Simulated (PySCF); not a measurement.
B3LYP on B⁻ (boron, charge -1), [He] 2s2 2p2, high-spin 3P determinant. Calculation: PySCF 2.14, in aug-cc-pVDZ-DK; the spin-free X2C one-electron Hamiltonian (Gaussian nucleus).

```
cycle= 1 E= -24.6849672768679  delta_E= -0.00358  |g|= 0.00801  |ddm|= 0.286
cycle= 2 E= -24.684945375584  delta_E= 2.19e-05  |g|= 0.00988  |ddm|= 0.0749
cycle= 3 E= -24.6850916850035  delta_E= -0.000146  |g|= 0.000953  |ddm|= 0.0412
cycle= 4 E= -24.6850932101497  delta_E= -1.53e-06  |g|= 0.000115  |ddm|= 0.00616
cycle= 5 E= -24.6850932294455  delta_E= -1.93e-08  |g|= 7.46e-06  |ddm|= 0.000517
cycle= 6 E= -24.6850932295738  delta_E= -1.28e-10  |g|= 1.82e-07  |ddm|= 5.18e-05
converged SCF energy = -24.6850932295738  <S^2> = 2.0034958  2S+1 = 3.0023296
```

Highest occupied orbital energy: 1.412 eV; ⟨L²⟩ = 2.01; populations by l: s 4.00, p 2.00, d 0.00.

(1) Can this result be used?

## Answers

(1) With care. Self-consistency was reached. At B3LYP the highest occupied level has a positive energy, so only the finite basis holds that electron; in a semilocal or global hybrid functional this comes from self-interaction and does not mean that the real anion is unbound.
